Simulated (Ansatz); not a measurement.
C2H9NOSi can be A, `CN(C)[SiH2]O`, or B, `CO[SiH](C)N`.

Isolated molecules relaxed with PBE0-D4/def2-TZVP in Ansatz; ΔE leaves out vibrations. CBS: MP2 limit from def2 TZ/QZ plus the TZ coupled-cluster correction, frozen cores. DFT in def2-TZVPP. B3LYP here is the variant with VWN-RPA as its local correlation; programs differ in this. Each species was taken in one conformer, which may not be the lowest.

Which is lower in electronic energy at CCSD(T)/CBS, and by how much? (An estimate is asked.)

Ansatz gave: B, by 58.5 kJ/mol.

Give E(B) − E(A) in kJ/mol with B3LYP, CCSD/def2-TZVPP, ωB97M-V, CCSD(T)/def2-SVP, BLYP-D4, HF/def2-TZVPP, LDA (SPW92). (An estimate is asked.)

Computed: B3LYP -60.4, CCSD/def2-TZVPP -57.5, ωB97M-V -61.4, CCSD(T)/def2-SVP -39.6, BLYP-D4 -56.4, HF/def2-TZVPP -63.2, LDA (SPW92) -50.0. None reverses the order clearly.

Does the order hold for the free energy at 298.15 K (harmonic terms from PBE0-D4)? (An estimate is asked.)

Ansatz gave: Yes: G(B) − G(A) = -60.8 kJ/mol, for one conformer each. Modes under 60 cm⁻¹, often nearly free rotors, make the harmonic entropy too high.

Largest T1 diagnostic: 0.011.

At CCSD(T), def2-SVP lies +18.9 kJ/mol from the extrapolated value and def2-TZVPP +2.2 kJ/mol. In def2-TZVPP, CCSD(T) changes the Hartree–Fock value by +6.9 kJ/mol (the triples alone add +1.2 kJ/mol) and MP2 by +8.0 kJ/mol.
